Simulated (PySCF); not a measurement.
## Computed properties of C₃H₆BNO, SMILES C=C1CNB1O

C3H6BNO, SMILES N1B(O)C(=C)C1. Geometry optimised at r2SCAN-D4/def2-SVP. The structure was generated by enumeration, and PubChem lists no compound with its InChIKey, so it may never have been made. The values are those of a single conformer. All values are computed for the isolated molecule unless a solvent is named; none is compared with measurement here.

**Structure.** The optimised structure has Cs symmetry. All 30 harmonic modes at r2SCAN-D4/def2-SVP (PySCF) are real, so it is a minimum. With heavy atoms numbered as in [CH2:1]=[C:2]1[CH2:3][NH:4][B:5]1[OH:6], the shortest bond between them is C1–C2 at 1.336 Å and the longest C2–B5 at 1.579 Å.

**Vibrations.** The strongest infrared lines (harmonic, unscaled, degenerate partners summed) lie at 1548 cm⁻¹ (352 km/mol, B 55 %, H 20 %, N 11 %, O 10 %), 512 cm⁻¹ (192 km/mol, H 67 %, N 11 %, B 9 %, O 9 %), 944 cm⁻¹ (122 km/mol, H 62 %, O 17 %, N 14 %). The softest mode is at 166 cm⁻¹ and the zero-point energy is 59.5 kcal/mol.

**Electronic structure.** ωB97X/def2-TZVP (PySCF) places the frontier levels at -9.61 and 1.84 eV, a gap of 11.45 eV, and gives a dipole moment of 2.44 D and a mean polarisability of 59.2 bohr³. PBE/def2-TZVP (PySCF) at the same geometry gives -5.93 and -1.32 eV, so its gap is 6.84 eV narrower. An orbital gap is neither the optical nor the fundamental gap.

**Excitations.** TDDFT-ωB97X/def2-SVPD (PySCF) has S1 at 6.41 eV (193 nm, f = 0.000, dark); the most intense of the 7 singlets computed lies at 6.82 eV (f = 0.35). T1 (TDA) is at 4.02 eV. TDDFT-PBE/def2-SVPD (PySCF) puts S1 at 5.08 eV. No vertical singlet excitation falls in the visible range (under 3.1 eV).

**NMR.** GIAO shifts at KT2/pcSseg-1 (PySCF) (non-relativistic, atoms alike by connectivity averaged): ¹³C from 55.8 to 151.5 ppm against TMS; ¹H from 3.3 to 5.8 ppm against TMS; ¹¹B at 10.1 ppm against BF3.
